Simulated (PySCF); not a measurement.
S+: excitation energy

S+ [Ne] 3s2 3p3 (4S) → S+ [Ne] 3s2 3p2 4s1, s spin flipped, as a difference of total energies. All numbers are calculated (PySCF 2.14, the non-relativistic Hamiltonian (point nucleus), in dyall-av2z (13s9p2d, 50 functions)). Correlated levels: valence: [Ne] frozen; virtual orbitals above 40 to 60 times the deepest correlated orbital energy dropped. The calculations carry no spin-orbit coupling.

```tsv
method	excitation energy (eV)
UHF	13.775
LDA	13.736
PBE	13.750
PBE0	13.890
r2SCAN	14.094
B97-3	13.690
BHandHLYP	13.677
wB97M-V	13.577
M06-2X	13.189
MP2 (valence)	13.931
SCS-MP2 (valence)	13.780
```

How much does correlation contribute at MP2 (valence)?

13.931 − (13.775) = 0.156 eV, measured against UHF.

The upper determinant mixes two multiplicities, so it lies between the two terms.

The promoted electron is Rydberg-like, and one or two diffuse shells describe it only roughly, which tends to raise the upper state.
